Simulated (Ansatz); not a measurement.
System: CdF2, net charge 0, singlet state. 
Geometry from a B3LYP-D3(BJ)/def2-TZVP (Ansatz, a first-principles code) optimisation:
```
Cd
F 1 1.9335
F 1 1.9335 2 180.00
```

Basis-set convergence of Hartree-Fock and CCSD correlation energies (hartree) with Ansatz. Valence correlation only, unless marked. No spin-orbit coupling. Frozen are the shells of the preceding noble gas and the d and f shells that filled before the atom's block. In def2 rows, elements after Kr have scalar-relativistic effective core potentials.

```json
[
 {"basis": "def2-SVP", "functions": "59", "E(HF)": "-365.56118", "E(corr, CCSD)": "-0.64656"},
 {"basis": "def2-TZVPP", "functions": "118", "E(HF)": "-365.85813", "E(corr, CCSD)": "-0.91515"},
 {"basis": "def2-QZVPP", "functions": "202", "E(HF)": "-365.87367", "E(corr, CCSD)": "-0.99617"}
]
```

Extrapolating the two largest sets (X = 3 and 4) as X^-3: E(corr) = (64·(-0.99617) - 27·(-0.91515))/37 = -1.0553 Eh, an estimate of the basis-set limit. The largest set recovers 94.4 % of it, the smallest 61.3 %.
